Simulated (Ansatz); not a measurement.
## Ligand exchange: C3H7FMg + H3NO → C3H9MgN + HOF

Species: C3H7FMg `C[CH](C)[Mg][F]`, singlet; H3NO (hydroxylamine) `NO`, singlet; C3H9MgN `C[CH](C)[Mg][NH2]`, singlet; HOF (hypofluorous acid) `OF`, singlet. The partners trade F for NH2: Mg–F and O–NH2 bonds give way to Mg–NH2 and O–F.

Shapes, held fixed at every level: PBE0-D4/def2-TZVP. Flexible molecules stand in one conformer, not always the lowest. Programs: Ansatz 0.2.0. Electronic energies: no zero-point or thermal term.

Task: Estimate ΔE of this reaction.

Result: The highest level, CCSD(T)/def2-TZVPP, gives ΔE = +309.9 kJ/mol; the levels span +300.6 to +339.0. The column of differences is taken from that level and isn't an error. No measured value is set beside it here. Outer-core shells of Mg are correlated in most correlated rows, in sets that cover them unevenly.

```json
{"level": "HF/def2-TZVPP", "kind": "Hartree–Fock", "ΔE (kJ/mol)": "+339.0", "less CCSD(T)/def2-TZVPP": "+29.1"}
{"level": "PBE-D4/def2-TZVPP", "kind": "GGA", "ΔE (kJ/mol)": "+300.6", "less CCSD(T)/def2-TZVPP": "-9.3"}
{"level": "wB97M-V/def2-TZVPP", "kind": "range-separated hybrid", "ΔE (kJ/mol)": "+312.5", "less CCSD(T)/def2-TZVPP": "+2.6"}
{"level": "B2PLYP/def2-TZVPP", "kind": "double hybrid", "ΔE (kJ/mol)": "+316.4", "less CCSD(T)/def2-TZVPP": "+6.5"}
{"level": "MP2/def2-TZVPP", "kind": "perturbation theory", "ΔE (kJ/mol)": "+324.5", "less CCSD(T)/def2-TZVPP": "+14.6"}
{"level": "CCSD(T)/def2-SVP", "kind": "coupled cluster or CI", "ΔE (kJ/mol)": "+323.3", "less CCSD(T)/def2-TZVPP": "+13.4"}
{"level": "CCSD/def2-SVP", "kind": "coupled cluster or CI", "ΔE (kJ/mol)": "+329.8", "less CCSD(T)/def2-TZVPP": "+19.9"}
{"level": "CCSD(T)/def2-TZVPP", "kind": "coupled cluster or CI", "ΔE (kJ/mol)": "+309.9", "less CCSD(T)/def2-TZVPP": "0.0"}
```
